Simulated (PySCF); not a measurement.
C2H7Si, SMILES C[SiH]C, multiplicity 2. Atoms are numbered in the order given.

```xyz
10

C      0.0420     0.4680    -1.5611
Si    -0.1336    -0.5752     0.0000
C      0.0420     0.4680     1.5611
H      1.0309     0.9570    -1.5918
H     -0.0594    -0.1501    -2.4659
H     -0.7267     1.2552    -1.5978
H      0.8765    -1.6869     0.0000
H      1.0309     0.9570     1.5918
H     -0.0594    -0.1501     2.4659
H     -0.7267     1.2552     1.5978
```
Charge 0, spin multiplicity 2.

Coordinates come from a PBE0-D3(BJ)/def2-SVP optimisation. The isomer is the one that the SMILES or the coordinates give; other isomers of the formula were not compared.

All values below come from PBE/def2-TZVPD (PySCF).

Mulliken values depend strongly on the basis, most of all with diffuse functions as here. ESP charges are fitted to the potential on shells at 1.4 to 2.0 van der Waals radii. Atomic charges (e):

```json
[
 {"atom": "C1", "meta-Löwdin": "-0.58", "ESP fit": "-0.56", "Mulliken spin": "0.03"},
 {"atom": "Si2", "meta-Löwdin": "0.46", "ESP fit": "0.12", "Mulliken spin": "0.86"},
 {"atom": "C3", "meta-Löwdin": "-0.58", "ESP fit": "-0.56", "Mulliken spin": "0.03"},
 {"atom": "H4", "meta-Löwdin": "0.13", "ESP fit": "0.19", "Mulliken spin": "0.04"},
 {"atom": "H5", "meta-Löwdin": "0.14", "ESP fit": "0.15", "Mulliken spin": "-0.01"},
 {"atom": "H6", "meta-Löwdin": "0.13", "ESP fit": "0.17", "Mulliken spin": "-0.01"},
 {"atom": "H7", "meta-Löwdin": "-0.09", "ESP fit": "-0.03", "Mulliken spin": "0.05"},
 {"atom": "H8", "meta-Löwdin": "0.13", "ESP fit": "0.19", "Mulliken spin": "0.04"},
 {"atom": "H9", "meta-Löwdin": "0.14", "ESP fit": "0.15", "Mulliken spin": "-0.01"},
 {"atom": "H10", "meta-Löwdin": "0.13", "ESP fit": "0.17", "Mulliken spin": "-0.01"}
]
```
